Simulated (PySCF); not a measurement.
This PySCF input asks for the NMR shieldings of SMILES C1=CC[SiH2]C1, C₄H₈Si; the geometry comes from GFN2-xTB.

```python
import basis_set_exchange as bse
import numpy as np
from pyscf import gto, dft
from pyscf.prop import nmr

atoms = """
C    -0.802760   -1.126300    0.087029
C     0.504148   -1.272204    0.215808
C     1.384492   -0.060635    0.123046
Si    0.171538    1.381516   -0.179224
C    -1.362343    0.246118   -0.148137
H    -1.489779   -1.959313    0.143810
H     0.967978   -2.233856    0.386311
H     1.964925    0.046806    1.041195
H     2.112173   -0.190591   -0.680114
H     0.174894    2.370821    0.903052
H     0.373051    2.039154   -1.473738
H    -1.931441    0.260941   -1.079670
H    -2.071266    0.498030    0.642903
"""
names = dict.fromkeys(["C", "Si", "H"], "pcSseg-1")
basis = {el: gto.basis.parse(bse.get_basis(n, elements=[el], fmt="nwchem")) for el, n in names.items()}
mol = gto.M(atom=atoms, basis=basis, charge=0, verbose=0)
mf = dft.RKS(mol, xc="PBE0")
mf.grids.level = 2
mf.grids.alignment = dft.numint.BLKSIZE   # the property module wants whole blocks of grid points
mf.conv_tol = 1e-9
mf.kernel()

calc = nmr.RKS(mf)   # GIAO
C = mf.mo_coeff
Co = C[:, mf.mo_occ > 0]
resp = mf.gen_response(singlet=True, hermi=2)
def vind(x):   # induced exchange potential for any number of trial vectors
    d = np.einsum("pi,xij,qj->xpq", C, 2 * x.reshape(-1, C.shape[1], Co.shape[1]), Co, optimize=True)
    return np.einsum("xpq,pi,qj->xij", resp(d - d.transpose(0, 2, 1)), C, Co, optimize=True).ravel()
mo1, _ = nmr.rhf.solve_mo1(calc, with_cphf=vind)
sigma = calc.kernel(mo1)
for i, s in enumerate(sigma):   # ppm
    print("%2d %-2s %9.2f" % (i, mol.atom_pure_symbol(i), np.trace(s) / 3))
```

Question: What does it print?

Answer: 
```
 0 C      48.25
 1 C      48.26
 2 C     169.92
 3 Si    385.33
 4 C     169.89
 5 H      25.58
 6 H      25.59
 7 H      29.93
 8 H      29.93
 9 H      27.39
10 H      27.40
11 H      29.92
12 H      29.92
```

These numbers come from an equivalent density-fitted implementation of the same equations, which agrees with the script to about 0.01 ppm for H and up to a few tenths of a ppm for heavy atoms, so last digits may differ.

Question: Turn these shieldings into chemical shifts. Referencing at the same level of theory: $^{13}$C (186.93 ppm) and $^{29}$Si (349.16 ppm) and $^{1}$H (31.72 ppm) against TMS.

Answer: Averaging equivalent atoms: C 0/1: 138.7; C 2/4: 17.0; Si 3: -36.2; H 5/6: 6.13; H 9/10: 4.32; H 7/8/11/12: 1.79 ppm. 

Size and cost of the density-fitted run: 132 basis functions, 12 s wall time on 1 thread of an x86-64 server CPU, shared host.
